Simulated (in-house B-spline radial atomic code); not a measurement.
Radial electron density of Eu³⁺, [Xe] 4f6. Method: scalar-relativistic (X2C) PBE, spin-polarised, spherical fractional occupations, Fermi nucleus of rms radius 5.1115 fm. Calculated with a B-spline radial code for spherical atoms.

One-electron X2C: radii and densities carry no picture-change correction, so inner-shell <1/r> comes out high (for 1s by about 2 % at Z = 33, 5 % at 54, 10 % at 75, 30 % at 118) and <r> low.

Columns: r (bohr), 4πr²n(r) (electrons per bohr), bar.

```
0.000592    2.754 #
0.000729    3.758 #
0.000897    5.105 ##
  0.0011     6.87 ###
 0.00136    9.306 ####
 0.00167     12.4 #####
 0.00206    16.49 #######
 0.00253    21.59 #########
 0.00312    28.04 ###########
 0.00384    35.77 ##############
 0.00472     44.7 ##################
 0.00581    54.62 ######################
 0.00716    64.87 ##########################
 0.00881    74.25 #############################
  0.0108    81.37 ################################
  0.0133    85.15 ##################################
  0.0164    84.59 #################################
  0.0202    80.36 ################################
  0.0249    75.18 ##############################
  0.0306    73.48 #############################
  0.0377    79.12 ###############################
  0.0464    92.04 ####################################
  0.0571      106 ##########################################
  0.0703    111.1 ############################################
  0.0865    102.5 #########################################
   0.106    88.25 ###################################
   0.131    82.95 #################################
   0.161     91.7 ####################################
   0.198    97.57 #######################################
   0.244     82.1 #################################
   0.301    53.85 #####################
    0.37    39.81 ################
   0.456    44.37 ##################
   0.561    46.86 ###################
    0.69    36.15 ##############
   0.849    22.03 #########
    1.05    13.95 ######
    1.29    10.62 ####
    1.58    7.481 ###
    1.95     3.88 ##
     2.4    1.397 #
    2.95   0.3356 
    3.63  0.04915 
    4.47 0.003921 
    5.51 0.0001557
```

On this grid the curve has 4 maxima, near 0.0133, 0.0703, 0.198, 0.561 bohr.

The 5p down radial function P(r) = rR(r), positive near the nucleus:

```
r (bohr)          P
0.000897   0.001014
 0.00136    0.00194
 0.00206   0.003765
 0.00312   0.007371
 0.00472    0.01441
 0.00716    0.02794
  0.0108    0.05222
  0.0164    0.09345
  0.0249     0.1522
  0.0377     0.2095
  0.0571     0.2081
  0.0865    0.06442
   0.131    -0.2026
   0.198    -0.3014
   0.301    0.07505
   0.456     0.4715
    0.69    0.07427
    1.05    -0.7267
    1.58    -0.8886
     2.4    -0.4358
    3.63   -0.08616
    5.51  -0.004626
```
